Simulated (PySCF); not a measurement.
Job file and geometry (Å, from GFN2-xTB) of an NMR shielding run on `O=P1(OCCC)OCCO1`, C₅H₁₁O₄P, GIAO PBE0/pcSseg-1 NMR shielding, non-relativistic, gas phase (PySCF); density fitting, a coarse starting grid and PySCF grid level 2 are the driver's defaults:

```
{"job": {"kind": "nmr", "xc": "PBE0", "basis": "pcSseg-1"}, "charge": 0, "multiplicity": 1}
C      3.375260     0.168693     0.049817
C      1.875468    -0.000224     0.252184
C      1.210849    -0.628323    -0.965335
O     -0.190549    -0.763726    -0.771160
P     -1.060817     0.584059    -0.814419
O     -0.524223     1.639978    -1.650469
O     -2.529100     0.019319    -1.131268
C     -3.104492    -0.491634     0.050315
C     -2.514431     0.330314     1.219912
O     -1.350127     0.959750     0.738370
H      3.849247    -0.794745    -0.125340
H      3.826660     0.620616     0.929154
H      3.570249     0.809585    -0.806118
H      1.680887    -0.625346     1.126295
H      1.402884     0.971420     0.418993
H      1.389775    -0.006068    -1.847453
H      1.581181    -1.640752    -1.147360
H     -4.187912    -0.384226    -0.029195
H     -2.842836    -1.548430     0.157721
H     -3.207936     1.109512     1.551127
H     -2.258957    -0.312828     2.066137
```

Q: Write the output of this run.

A: 
```
coarse grid: 18224 points
cycle   1  E = -838.3716323245  dE =  1.965e+00  |g| = 1.191e+00  |ddm| = 4.192e+00
cycle   2  E = -837.9960473857  dE =  3.756e-01  |g| = 1.854e+00  |ddm| = 2.053e+00
cycle   3  E = -838.6079945956  dE = -6.119e-01  |g| = 2.937e-01  |ddm| = 1.433e+00
cycle   4  E = -838.6234213119  dE = -1.543e-02  |g| = 7.650e-02  |ddm| = 2.412e-01
cycle   5  E = -838.6243081813  dE = -8.869e-04  |g| = 1.713e-02  |ddm| = 4.441e-02
cycle   6  E = -838.6243690794  dE = -6.090e-05  |g| = 5.799e-03  |ddm| = 1.541e-02
cycle   7  E = -838.6243759762  dE = -6.897e-06  |g| = 1.372e-03  |ddm| = 4.586e-03
final grid: 171896 points
cycle   8  E = -838.7262913162  dE = -3.830e-05  |g| = 1.479e-02  |ddm| = 2.698e-02
cycle   9  E = -838.7262548928  dE =  3.642e-05  |g| = 2.040e-02  |ddm| = 2.131e-02
cycle  10  E = -838.7263325976  dE = -7.770e-05  |g| = 1.623e-03  |ddm| = 1.279e-02
cycle  11  E = -838.7263330577  dE = -4.601e-07  |g| = 4.026e-04  |ddm| = 1.305e-03
cycle  12  E = -838.7263330817  dE = -2.400e-08  |g| = 1.749e-04  |ddm| = 3.613e-04
cycle  13  E = -838.7263330873  dE = -5.627e-09  |g| = 2.836e-05  |ddm| = 1.311e-04
cycle  14  E = -838.7263330874  dE = -1.269e-10  |g| = 1.367e-05  |ddm| = 2.669e-05
converged SCF energy = -838.7263330874

GIAO shielding tensors (ppm)
atom      isotropic    diamagn.    paramagn.     s11        s22        s33       span
  0 C      176.120     245.288     -69.168    169.225    169.771    189.362     20.137
  1 C      157.446     252.641     -95.195    140.757    160.253    171.329     30.572
  2 C      115.503     246.820    -131.317     78.955    104.237    163.318     84.363
  3 O      221.419     405.883    -184.464    149.963    229.174    285.120    135.157
  4 P      300.233     970.056    -669.823    193.517    240.184    466.997    273.480
  5 O      206.514     398.071    -191.557    167.550    202.677    249.315     81.764
  6 O      248.770     400.402    -151.632    161.580    250.420    334.310    172.730
  7 C      122.176     248.756    -126.580     91.695    107.879    166.954     75.259
  8 C      121.878     242.431    -120.553     92.017    106.701    166.917     74.899
  9 O      244.024     404.526    -160.501    151.048    239.932    341.093    190.045
 10 H       31.059      28.034       3.025     26.448     28.885     37.845     11.397
 11 H       30.498      27.692       2.806     25.746     27.804     37.945     12.199
 12 H       30.888      28.625       2.263     26.020     29.508     37.135     11.115
 13 H       30.053      34.551      -4.498     25.318     30.706     34.135      8.817
 14 H       29.817      35.586      -5.768     24.313     30.308     34.831     10.518
 15 H       27.305      32.768      -5.464     22.567     27.885     31.462      8.894
 16 H       27.885      31.663      -3.778     22.603     28.305     32.748     10.145
 17 H       27.424      26.942       0.481     23.408     25.031     33.832     10.424
 18 H       27.468      31.200      -3.732     24.016     24.917     33.472      9.456
 19 H       27.326      27.447      -0.121     22.328     25.055     34.593     12.265
 20 H       27.525      30.087      -2.561     23.700     25.563     33.313      9.613
```

Q: Turn these shieldings into chemical shifts. δ = σ(ref) − σ, references computed at the same level: $^{13}$C (σref 186.93) and $^{1}$H (σref 31.72) vs TMS; $^{17}$O (σref 336.08) vs H2O; $^{31}$P (σref 318.38) against H3PO4.

A: Averaging equivalent atoms: C 2: 71.4; C 7/8: 64.9; C 1: 29.5; C 0: 10.8; O 5: 129.6; O 3: 114.7; O 6/9: 89.7; P 4: 18.1; H 17/19: 4.34; H 18/20: 4.22; H 15/16: 4.12; H 13/14: 1.78; H 10/11/12: 0.90 ppm. Experimental scales use liquid or dissolved standards, which lie at an offset from isolated H2O (liquid H2O: subtract about 36 ppm) and H3PO4.

Size and cost of the density-fitted run: 232 basis functions, roughly 2.2 core-minutes.
